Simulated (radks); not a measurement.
The numbers below are computed, except where a source is named.
Valence configurations of N I (all share [He]). Level of theory: scalar-relativistic Kohn-Sham, LDA (Slater exchange, Perdew-Wang correlation), spin-unpolarised, spherical densities, point nucleus (a radial shooting solver on a logarithmic mesh with Libxc functionals). Energies are relative to 2s2 2p3; eigenvalues in eV.

2s2 2p3: E (eV) 0.000; e(2p) -7.239; e(2s) -18.421
2s1.5 2p3.5: E (eV) 5.597; e(2p) -7.442; e(2s) -18.647
2s0.5 2p4.5: E (eV) 16.824; e(2p) -7.822; e(2s) -19.072
2s1 2p4: E (eV) 11.205; e(2p) -7.636; e(2s) -18.863
2p5: E (eV) 22.454; e(2p) -8.002

NIST lists [He] 2s2 2p3 as the ground configuration; this level of theory agrees among the configurations tried. The energies are those of spherical spin-averaged densities, not of single terms.
